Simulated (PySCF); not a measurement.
PySCF input for C₂H₃BF₂O, SMILES OB(F)/C=C/F, PBE0-D3(BJ)/def2-SVP. Coordinates come from a PBE0-D3(BJ)/def2-SVP optimisation. The structure was generated by enumeration; whether it is a known compound was not checked. One conformer was computed; it need not be the lowest.

```python
import numpy as np
from pyscf import gto, scf, dft, df
from pyscf.hessian import thermo

mol = gto.M(
    atom='''
    O    -0.76663222    2.20548200    0.00000000
    B    -0.01664817    1.08294792    0.00000000
    F     1.30585719    1.25963414    0.00000000
    C    -0.58664458   -0.36062920   -0.00000000
    C     0.24685836   -1.40295301   -0.00000000
    F    -0.16286937   -2.66010341    0.00000000
    H    -1.71128951    2.02866684   -0.00000000
    H    -1.65993151   -0.58021003    0.00000000
    H     1.33934668   -1.32133569   -0.00000000
    ''',
    basis='def2-SVP',
    charge=0,
    spin=0,
    max_memory=1600,
    verbose=3,
)
mf = dft.RKS(mol, xc='pbe0').density_fit(auxbasis='def2-universal-jkfit')
mf.disp = 'd3bj'
mf.grids.level = 3
mf.conv_tol = 1e-11
mf.max_cycle = 100
mf.kernel()

# [left out here: the lines that compute and print the analytic Hessian (its translational invariance restored by hand, since the grid's response is missing), thermochemistry and intensities]
```

Log of the run:

```
converged SCF energy = -377.200404323065

WARN: DFTD3 does not support analytical Hessian, using finite difference


WARN: Mole.unit (angstrom) is changed to Bohr

Mode                                 0                   1                   2
Irrep
Freq [cm^-1]                       99.9883            146.7662            217.4336
Reduced mass [au]                   3.2352              8.0694              3.5545
Force const [Dyne/A]                0.0191              0.1024              0.0990
Char temp [K]                     143.8609            211.1639            312.8386
Normal mode                   x     y     z       x     y     z       x     y     z
       0   O                 0.00  0.00  0.11    0.05  0.06 -0.00    0.00  0.00  0.03
       1   B                -0.00 -0.00 -0.05   -0.05 -0.01  0.00   -0.00  0.00 -0.03
       2   F                -0.00 -0.00 -0.03   -0.03 -0.14  0.00   -0.00  0.00  0.06
       3   C                -0.00  0.00 -0.19   -0.10  0.01  0.00    0.00 -0.00 -0.08
       4   C                -0.00  0.00  0.06   -0.03  0.07 -0.00    0.00 -0.00 -0.17
       5   F                 0.00  0.00  0.05    0.11  0.03 -0.00    0.00 -0.00  0.11
       6   H                 0.00  0.00  0.12    0.04  0.15 -0.00    0.00  0.00 -0.06
       7   H                -0.00 -0.00 -0.39   -0.10 -0.02  0.00    0.00 -0.00  0.18
       8   H                -0.00  0.00  0.29   -0.03  0.18 -0.00    0.00 -0.00 -0.44
Mode                                 3                   4                   5
Irrep
Freq [cm^-1]                      373.9816            428.0259            547.1958
Reduced mass [au]                   6.5851              5.2961              1.1248
Force const [Dyne/A]                0.5426              0.5717              0.1984
Char temp [K]                     538.0762            615.8340            787.2930
Normal mode                   x     y     z       x     y     z       x     y     z
       0   O                -0.08 -0.11  0.00   -0.01  0.07  0.00    0.00 -0.00 -0.06
       1   B                 0.04 -0.02  0.00   -0.07  0.02 -0.00   -0.00 -0.00 -0.04
       2   F                 0.05 -0.08  0.00   -0.07 -0.08 -0.00   -0.00  0.00  0.03
       3   C                 0.01  0.05 -0.00    0.12 -0.03 -0.00   -0.00 -0.00  0.00
       4   C                 0.03  0.08 -0.00    0.14 -0.02  0.00    0.00  0.00 -0.01
       5   F                -0.03  0.12  0.00   -0.06  0.04 -0.00   -0.00  0.00  0.00
       6   H                -0.05 -0.29 -0.00   -0.03  0.15  0.00    0.00  0.00  0.94
       7   H                 0.02  0.04 -0.00    0.15 -0.19 -0.00   -0.00 -0.00 -0.03
       8   H                 0.03  0.07 -0.00    0.15 -0.14  0.00    0.00  0.00 -0.03
Mode                                 6                   7                   8
Irrep
Freq [cm^-1]                      575.6446            658.8931            861.9385
Reduced mass [au]                   8.8277              7.2779              3.5057
Force const [Dyne/A]                1.7235              1.8616              1.5345
Char temp [K]                     828.2244            948.0005           1240.1376
Normal mode                   x     y     z       x     y     z       x     y     z
       0   O                -0.12  0.08 -0.00    0.00 -0.00  0.06    0.05 -0.07  0.00
       1   B                 0.02  0.13 -0.00   -0.00 -0.00 -0.26    0.01 -0.01  0.00
       2   F                 0.07 -0.07  0.00    0.00  0.00  0.05   -0.11 -0.02 -0.00
       3   C                 0.04  0.06  0.00   -0.00 -0.00  0.05    0.12  0.13 -0.00
       4   C                -0.04 -0.03 -0.00    0.00  0.00  0.06   -0.04  0.00  0.00
       5   F                 0.03 -0.08 -0.00   -0.00  0.00 -0.03    0.02 -0.03 -0.00
       6   H                -0.09 -0.11  0.00    0.00  0.00 -0.08    0.04  0.01 -0.00
       7   H                 0.02  0.16  0.00   -0.00 -0.00  0.22    0.05  0.47  0.00
       8   H                -0.04 -0.05 -0.00    0.00  0.00 -0.04   -0.04 -0.03 -0.00
Mode                                 9                  10                  11
Irrep
Freq [cm^-1]                      873.6350            981.6762            990.1983
Reduced mass [au]                   1.7851              1.2369              1.1708
Force const [Dyne/A]                0.8027              0.7023              0.6764
Char temp [K]                    1256.9662           1412.4135           1424.6748
Normal mode                   x     y     z       x     y     z       x     y     z
       0   O                 0.00 -0.00  0.01    0.05  0.05  0.00   -0.00 -0.00  0.00
       1   B                 0.00 -0.00 -0.05    0.03  0.04 -0.00   -0.00 -0.00  0.01
       2   F                -0.00 -0.00  0.00   -0.06 -0.00  0.00    0.00 -0.00 -0.00
       3   C                 0.00  0.00  0.14   -0.02 -0.01  0.00    0.00  0.00  0.01
       4   C                -0.00  0.00 -0.12    0.01  0.00  0.00   -0.00  0.00  0.11
       5   F                 0.00 -0.00  0.03   -0.00 -0.01 -0.00    0.00 -0.00 -0.01
       6   H                 0.00  0.00 -0.05    0.20 -0.85 -0.00   -0.00  0.00 -0.02
       7   H                 0.00  0.00 -0.69    0.01 -0.18 -0.00    0.00 -0.00 -0.47
       8   H                -0.00 -0.00  0.20    0.01 -0.01 -0.00   -0.00 -0.00 -0.79
Mode                                12                  13                  14
Irrep
Freq [cm^-1]                     1171.1690           1228.7264           1339.9568
Reduced mass [au]                   2.5471              2.3153              1.1870
Force const [Dyne/A]                2.0584              2.0595              1.2557
Char temp [K]                    1685.0515           1767.8637           1927.8995
Normal mode                   x     y     z       x     y     z       x     y     z
       0   O                -0.02  0.07 -0.00   -0.00  0.02 -0.00    0.00 -0.01 -0.00
       1   B                -0.00 -0.07  0.00   -0.01 -0.02  0.00    0.00  0.01  0.00
       2   F                 0.01  0.00 -0.00    0.01  0.00 -0.00    0.00  0.00  0.00
       3   C                 0.02 -0.10 -0.00   -0.07 -0.02  0.00   -0.09  0.04  0.00
       4   C                -0.03 -0.12  0.00    0.15  0.08  0.00    0.05  0.02 -0.00
       5   F                 0.03  0.10 -0.00   -0.05 -0.08 -0.00    0.02  0.01 -0.00
       6   H                 0.01 -0.15  0.00    0.01 -0.07  0.00    0.00  0.00  0.00
       7   H                -0.11  0.56  0.00   -0.17  0.50 -0.00   -0.12  0.15  0.00
       8   H                -0.04 -0.01 -0.00    0.15  0.29 -0.00    0.12 -0.88  0.00
Mode                                15                  16                  17
Irrep
Freq [cm^-1]                     1392.4654           1471.2628           1742.9403
Reduced mass [au]                   7.0961              8.3527              6.8012
Force const [Dyne/A]                8.1066             10.6526             12.1731
Char temp [K]                    2003.4477           2116.8196           2507.7030
Normal mode                   x     y     z       x     y     z       x     y     z
       0   O                -0.00  0.05 -0.00    0.06 -0.08 -0.00   -0.01  0.00 -0.00
       1   B                -0.16 -0.18  0.00   -0.20  0.15  0.00    0.02 -0.04  0.00
       2   F                 0.07  0.02 -0.00    0.05  0.00 -0.00   -0.00  0.00  0.00
       3   C                 0.05  0.09 -0.00   -0.00 -0.01  0.00   -0.09  0.17  0.00
       4   C                -0.02  0.05 -0.00    0.01 -0.06 -0.00    0.08 -0.18  0.00
       5   F                 0.00 -0.03 -0.00    0.00  0.02 -0.00    0.00  0.02 -0.00
       6   H                 0.03 -0.20  0.00    0.07 -0.11 -0.00   -0.01  0.02  0.00
       7   H                 0.10 -0.08  0.00   -0.04  0.13 -0.00   -0.05 -0.14  0.00
       8   H                -0.02 -0.08 -0.00    0.01  0.05 -0.00    0.09  0.20 -0.00
Mode                                18                  19                  20
Irrep
Freq [cm^-1]                     3193.4687           3218.5313           3939.3561
Reduced mass [au]                   1.0918              1.0961              1.0664
Force const [Dyne/A]                6.5600              6.6900              9.7502
Char temp [K]                    4594.6904           4630.7499           5667.8564
Normal mode                   x     y     z       x     y     z       x     y     z
       0   O                -0.00  0.00  0.00    0.00  0.00  0.00    0.06  0.01 -0.00
       1   B                -0.00 -0.00 -0.00   -0.00  0.00 -0.00    0.00  0.00  0.00
       2   F                -0.00 -0.00 -0.00    0.00 -0.00  0.00   -0.00 -0.00  0.00
       3   C                 0.08  0.01 -0.00    0.01 -0.01 -0.00   -0.00  0.00  0.00
       4   C                -0.00  0.01  0.00   -0.09  0.00 -0.00    0.00 -0.00  0.00
       5   F                -0.00 -0.00  0.00    0.00 -0.00  0.00    0.00  0.00 -0.00
       6   H                -0.00  0.00 -0.00   -0.00 -0.00 -0.00   -0.95 -0.16  0.00
       7   H                -0.94 -0.18  0.00   -0.01 -0.01 -0.00    0.00  0.00 -0.00
       8   H                -0.02 -0.00  0.00    0.95  0.06 -0.00   -0.00 -0.00  0.00
temperature 298.1500 [K]
pressure 101325.00 [Pa]
Rotational constants [GHz] 9.28485 1.76276 1.48149
Symmetry number 1
Zero-point energy (ZPE) 0.05799 [Eh]   152244.267 [J/mol]
                           tot       elec      trans        rot        vib
Entropy [J/mol/K]       328.810      0.000    165.120    112.908     50.782
Cv [J/mol/K]             85.130      0.000     12.472     12.472     60.186
Cp [J/mol/K]             93.444      0.000     20.786     12.472     60.186
Internal energy [J/mol]                      3718.434   3718.434 160881.530
Internal energy [Eh]   -377.13630  -377.20040
Enthalpy [J/mol]                             6197.391   3718.434 160881.530
Enthalpy [Eh]          -377.13535
Gibbs free energy [J/mol]                  -43033.156 -29944.971 145740.769
Gibbs free energy [Eh] -377.17269
static polarisability / bohr^3: [[37.373 -6.909 -0.   ]
 [-6.908 48.378  0.   ]
 [ 0.    -0.    20.58 ]]
largest difference of analytic and finite-field dipole derivatives / e: 0.0007631363411175762
mode   freq/cm-1   IR/(km/mol)   Raman/(A^4/amu)   depolarisation
   1       99.99         0.331             3.300            0.750
   2      146.77         5.484             0.254            0.524
   3      217.43         8.688             1.346            0.750
   4      373.98         6.788             2.471            0.387
   5      428.03         2.081             0.337            0.717
   6      547.20        84.438             1.381            0.750
   7      575.64        10.433             2.856            0.293
   8      658.89        37.946             0.639            0.750
   9      861.94         2.890             3.851            0.256
  10      873.63        42.457             4.836            0.750
  11      981.68       132.751             3.541            0.684
  12      990.20        31.973             1.273            0.750
  13     1171.17       246.282             1.171            0.558
  14     1228.73        57.913             3.106            0.157
  15     1339.96         3.539            10.846            0.452
  16     1392.47       309.270             6.655            0.493
  17     1471.26       242.754             1.163            0.415
  18     1742.94       353.273            36.713            0.135
  19     3193.47         0.485            71.958            0.291
  20     3218.53         2.706            68.980            0.280
  21     3939.36        98.514            58.281            0.273
max |gradient| / (hartree/bohr): 0.00010523939127752693
APT charges: [-0.8087  1.3447 -0.5805 -0.5723  0.7355 -0.5717  0.3285  0.0614  0.0629]
```

Self-consistency was reached.
